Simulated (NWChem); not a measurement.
System: BHOIF; SMILES OB(F)I

Input file for NWChem:

```
start job
memory heap 200 mb stack 900 mb global 1100 mb
geometry units angstroms noautoz
  B      0.043458    -1.306237     0.000000
  F     -1.091397    -1.990373     0.000000
  I     -0.033472     0.825092     0.000000
  O      1.231196    -1.921466     0.000000
  H      1.152701    -2.884526     0.000000
end
basis spherical
  * library def2-svp
end
ecp
  I library def2-ecp
end
dft
  xc xcamb88 1.00 lyp 0.81 vwn_5 0.19 hfexch 1.00
  cam 0.33 cam_alpha 0.19 cam_beta 0.46
  iterations 150
  vectors input atomic output neutral.movecs
end
task dft energy
charge 1
dft
  odft
  mult 2
  vectors input atomic output cation.movecs
end
task dft energy
```

Geometry: optimised at PBE0/def2-SVP. No frequency run checked for a minimum. def2 effective core potentials on I; no spin-orbit coupling.

Ions are spin-unrestricted doublets at the neutral geometry; other ion states weren't tried.

Task: What results follow from this input? (CAM-B3LYP/def2-SVP with def2 effective core potentials on I, vertical spin-unrestricted ions.) Quantities: vertical ionisation energy, ΔSCF (eV); −ε(HOMO) (eV).

Result: 
| Item | Value |
|---|---|
| vertical ionisation energy, ΔSCF (eV) | 10.14 |
| −ε(HOMO) (eV) | 8.80 |
